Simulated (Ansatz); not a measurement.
Isolated molecules relaxed with PBE0-D4/def2-TZVP in Ansatz; ΔE leaves out vibrations. CBS: MP2 limit from def2 TZ/QZ plus the TZ coupled-cluster correction, frozen cores. This one scheme is used for every species. DFT in def2-TZVPP. Elements past krypton have def2 core potentials. For Sn outer-core shells are correlated without core-valence functions, which leaves a few kJ/mol of doubt a bond.

Consider the formal exchange of groups at the Sn–C bond: `[BH2][SnH2][CH3]` + SiH₄ → `[BH2][SnH2][SiH3]` + CH₄.

`[BH2][SnH2][CH3]`:

Z-matrix (Å, degrees):
```
Sn
C 1 2.146
B 1 2.247 2 113.9
H 1 1.717 2 108.3 3 -121.9
H 1 1.716 2 108.4 3 123.2
H 2 1.090 1 110.3 3 179.1
H 2 1.090 1 110.0 3 -60.7
H 2 1.090 1 109.9 3 59.0
H 3 1.195 1 120.4 2 176.5
H 3 1.195 1 121.7 2 -3.8
```

SiH₄:

```xyz
5

Si    0.000    0.000    0.000
H     0.147   -1.476   -0.051
H     0.169    0.561   -1.364
H     1.034    0.569    0.901
H    -1.349    0.346    0.514
```

`[BH2][SnH2][SiH3]`:

Cartesian coordinates in Å:
```
B -1.255 1.432 -1.058
Sn -0.906 -0.461 0.075
Si 1.596 -0.602 0.662
H -1.134 1.462 -2.246
H -1.507 2.449 -0.484
H -1.301 -1.862 -0.825
H -1.784 -0.535 1.542
H 1.998 0.570 1.486
H 1.880 -1.844 1.428
H 2.415 -0.608 -0.579
```

CH₄:

```xyz
5

C     0.000    0.000    0.000
H     0.628    0.457    0.764
H    -0.991    0.452    0.027
H    -0.084   -1.070    0.190
H     0.446    0.161   -0.981
```

Problem. Is it downhill or uphill in electronic energy at CCSD(T)/CBS, and by how much? (An estimate is asked.)

Solution. The calculation gave: Downhill: ΔE = -55.8 kJ/mol.

Problem. What do these levels give: r2SCAN-D4, BHLYP-D4, r2SCANh, r2SCAN0, HF/def2-TZVPP, MP2/def2-QZVPP? (Estimate.)

Solution. Computed: r2SCAN-D4 -64.6, BHLYP-D4 -59.4, r2SCANh -64.1, r2SCAN0 -63.9, HF/def2-TZVPP -49.4, MP2/def2-QZVPP -53.9 kJ/mol.

Largest T1 diagnostic among the species: 0.014.

Leaving LDA and LC-ωPBE aside and taking each functional with its dispersion term where it has one, the values, not all of them listed here, spread over 12.9 kJ/mol, from PBE-D4 to ωB97X-V. From BLYP to BHLYP (50 % exact exchange), in def2-TZVPP and without D4, ΔE moves by +3.5 kJ/mol.
